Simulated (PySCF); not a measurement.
B(OH)(SeH)2 (BH3OSe2), SMILES OB([SeH])[SeH]. Atoms are numbered in the order given.

```xyz
7

B      0.6785     0.0017     0.0000
O      2.0264     0.0852     0.0000
H      2.4879    -0.7586     0.0000
Se    -0.3553    -1.6653     0.0000
H      0.8087    -2.5689     0.0000
Se    -0.2707     1.7100     0.0000
H     -1.6150     1.1159     0.0000
```
Charge 0, spin multiplicity 1.

Coordinates come from a PBE0-D3(BJ)/def2-SVP optimisation. The structure was generated by enumeration, and PubChem lists no compound with its InChIKey, so it may never have been made. One conformer was computed; it need not be the lowest.

Two levels are set side by side: PBE/pcSseg-1 (PySCF) and PBE0/pcSseg-1 (PySCF). GIAO shifts against BF3 (¹¹B), H2O (¹⁷O), Me2Se (⁷⁷Se), TMS (¹H) at the same level; non-relativistic, no solvent, atoms listed together averaged. Differences are taken from unrounded values.

```tsv
quantity	PBE0
δ(¹¹B) of B1 (ppm)	41.0
δ(¹⁷O) of O2 (ppm)	181.1
δ(¹H) of H3 (ppm)	5.11
δ(¹H) of H5, H7 (ppm)	1.96
```

### Question
What does PBE give, and how far is it from PBE0? (The exact figures need the calculation; the answer reports its results.)

### Answer

```json
[
 {"quantity": "δ(¹¹B) of B1 (ppm)", "PBE": "39.6", "PBE minus PBE0": "-1.3"},
 {"quantity": "δ(¹⁷O) of O2 (ppm)", "PBE": "192.5", "PBE minus PBE0": "11.4"},
 {"quantity": "δ(¹H) of H3 (ppm)", "PBE": "5.11", "PBE minus PBE0": "0.00"},
 {"quantity": "δ(¹H) of H5, H7 (ppm)", "PBE": "1.80", "PBE minus PBE0": "-0.16"}
]
```

Rough cost on one machine, each run with all the roots and properties that it gave: PBE0 against PBE within a factor of 2.
